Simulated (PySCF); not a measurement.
(E)-3-chloropent-3-en-1-yne (C₅H₅Cl), SMILES C(/C(=C\C)Cl)#C. Atoms are numbered in the order given.

```xyz
11

C      2.4729     0.4071     0.0000
C      1.2799     0.1817     0.0000
C     -0.1154    -0.0973     0.0000
Cl    -0.5181    -1.8145     0.0000
C     -1.0980     0.8233     0.0000
C     -0.8833     2.3019     0.0000
H      3.5284     0.6038     0.0000
H     -2.1281     0.4547     0.0000
H      0.1840     2.5623     0.0000
H     -1.3564     2.7627     0.8845
H     -1.3564     2.7627    -0.8845
```
Charge 0, spin multiplicity 1.

The structure is a stationary point at B3LYP-D3(BJ)/def2-SVP.

Method: M06-2X/def2-TZVP (PySCF).

Symmetry labels are those of the subgroup Cs that the program uses (full group Cs).

Computed valence orbital energies around the gap with their symmetry:
```csv
orbital,symmetry,energy (eV)
HOMO−7,A",-13.58
HOMO−6,A',-12.53
HOMO−5,A",-12.15
HOMO−4,A',-12.07
HOMO−3,A',-10.50
HOMO−2,A",-10.09
HOMO−1,A',-9.56
HOMO,A",-8.10
LUMO,A",-0.28
LUMO+1,A',0.80
LUMO+2,A',2.13
LUMO+3,A',2.48
```
